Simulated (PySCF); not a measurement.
How methods differ on the ionisation energy of P³⁺

P³⁺ [Ne] 3s2 → P⁴⁺ [Ne] 3s1 [3s1/2^1, M_J = 1/2], as a difference of total energies. Computed with PySCF 2.14 in an even-tempered Gaussian basis (21 s from 0.092 bohr⁻², ratio 2.4; 14 p from 0.12 bohr⁻², ratio 2.4; 5 d from 0.68 bohr⁻², ratio 2.6; 5 f from 1 bohr⁻², ratio 2.6), with the two-component X2C-1e Hamiltonian. Correlated levels: 1s2 frozen; the 54 highest virtual spinors dropped. "Screened" scales the spin-orbit matrix elements by Boettger's factors to mimic the two-electron term; Breit and QED terms are absent.

```json
{"method": "GHF (screened spin-orbit)", "ionisation energy (eV)": "49.803"}
{"method": "GMP2 (screened spin-orbit)", "ionisation energy (eV)": "51.131"}
```

Task: How much does correlation contribute at GMP2 (screened spin-orbit)?

Result: 51.131 − (49.803) = 1.328 eV, measured against GHF (screened spin-orbit).

MP2 underrates the near-degeneracy of ns² with np² in the lower species.

For comparison: 51.444 eV (measured; NIST Atomic Spectra Database, ionization energies).
